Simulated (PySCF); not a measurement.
BFHI, SMILES FBI. Coordinates come from a PBE-D3(BJ)/def2-TZVP optimisation. The def2 effective core potentials stand for the cores of I; spin–orbit coupling is left out.

All values below come from PBE-D3(BJ)/def2-TZVP (PySCF).

Harmonic wavenumbers (cm⁻¹): 275, 585, 757, 1035, 1265, 2612. Rotational constants (GHz): 56.33, 2.824, 2.689; symmetry number 1.

### Question
Work out the zero-point energy and the ideal-gas rigid-rotor harmonic-oscillator thermochemistry at 298.15 K and 1 atm.

### Answer
ZPE = ½ Σ hcν = ½ × 6531 cm⁻¹ = 9.34 kcal/mol. H − E(el) = 12.18 kcal/mol. Entropy in cal/(mol K): translation 41.08, rotation 24.13, vibration 2.40, total 67.61. G − E(el) = -7.98 kcal/mol. Cp = 11.96 cal/(mol K).
